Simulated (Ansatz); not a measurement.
CH2OS, SMILES `O[C]S` (excited triplet; H–O–C–S torsion 71°, O–C–S–H torsion 76°) (charge 0, multiplicity 3). This triplet is an excited state, 1.52 eV above the relaxed singlet at the level frozen-core CCSD(T)/cc-pVTZ // PBE0-D3(BJ)/def2-TZVP (Ansatz, a first-principles code).

Cartesian coordinates (Å):
```xyz
5

O     -1.2315     0.3017    -0.3825
C     -0.2109     0.4853     0.4472
S      1.2546    -0.3799     0.5934
H     -1.7288    -0.5006    -0.1643
H      1.9166     0.0935    -0.4938
```
Charge 0, spin multiplicity 3.

Frozen-core energies in cc-pVDZ from Ansatz at a geometry from PBE0-D3(BJ)/def2-TZVP; the HF reference has <S^2> = 2.02 and the T1 diagnostic is 0.020.

```json
[
 {"level": "HF", "energy (Ha)": "-511.32903"},
 {"level": "MP2", "energy (Ha)": "-511.73431"},
 {"level": "CCSD", "energy (Ha)": "-511.76735"},
 {"level": "CCSD(T)", "energy (Ha)": "-511.77943"}
]
```

Q: Estimate the energies of CCSDT and CCSDT(Q), and give each level's difference from CCSDT(Q).

A: 
```tsv
level	energy (Ha)	difference from CCSDT(Q) (mHa)
MP2	-511.73431	47.31
CCSD	-511.76735	14.27
CCSD(T)	-511.77943	2.19
CCSDT	-511.78052	1.10
CCSDT(Q)	-511.78162	0.00
```
